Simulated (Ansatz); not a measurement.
## Which is lower?

The two ends of one reaction step of ZnH$_{3}$ClO$_{2}$, singlet (PBE0-D4/def2-TZVP).

A:

```xyz
7
angstrom
Zn -0.2393 -0.7452 -0.3885
H -1.7741 -0.0716 1.5326
Cl -1.2076 -2.5354 -0.8478
H -1.3506 0.5462 1.4698
O 0.6294 0.7911 -0.0166
O 1.5614 0.9260 -1.1154
H 2.3808 1.0889 -0.6341
```

B:

```tsv
atom	x (Å)	y (Å)	z (Å)
Zn1	-1.0445	-0.8702	0.4448
H2	-2.0496	-0.5647	1.5610
Cl3	-0.0895	-1.8053	-1.2514
H4	0.0838	1.6930	0.3457
O5	0.4559	0.8102	0.4699
O6	1.4636	0.7677	-0.5369
H7	1.1803	-0.0307	-1.0330
```

Ansatz 0.2.0; basis: def2-TZVPP; cores frozen in the correlated methods. The 3s and 3p shells of Cu and Zn are frozen; filled d shells are correlated. B3LYP uses VWN-RPA correlation.

Which structure is lower at CCSD(T), and by how much? (An estimate is asked for; the value comes from the calculation.)

Computed: B, by 9.98 kcal/mol (electronic energy, against the other). By their contacts, A is a complex of ZnHClO₂ ([OH][O][Zn][Cl]) + H₂ and B is ZnH₃ClO₂ ([OH][OH][ZnH][Cl]).

All methods give the same order:

```tsv
method	E(B) − E(A) (kcal/mol)
SPW92	-16.38
PBE-D4	-10.56
BLYP-D4	-8.41
r2SCAN-D4	-10.62
B97M-V	-12.35
PBE0-D4	-12.56
B3LYP-D4	-10.52
r2SCAN0-D4	-12.37
BHLYP-D4	-12.24
CAM-B3LYP-D4	-11.76
wB97X-V	-10.98
wB97M-V	-12.17
B2PLYP	-9.17
PBE-QIDH	-11.57
RPA on PBE	-8.95
HF	-10.82
MP2	-8.95
CCSD	-10.33
CCSD(T)	-9.98
```

The T1 diagnostic stays at or below 0.017.

Labels in which every atom is bracketed show which atoms are joined, not bond orders.

For scale, one of the runs: CCSD(T)/def2-TZVPP, 210 basis functions, launched by `ansatz run in.yaml --threads 4 --pin off --events-out ev --progress --plain --max-ram 9574MiB`. Time: 2.7 min of wall clock on 4 CPU threads of an Intel Xeon; the host was shared. Peak host memory: 2.9 GiB.
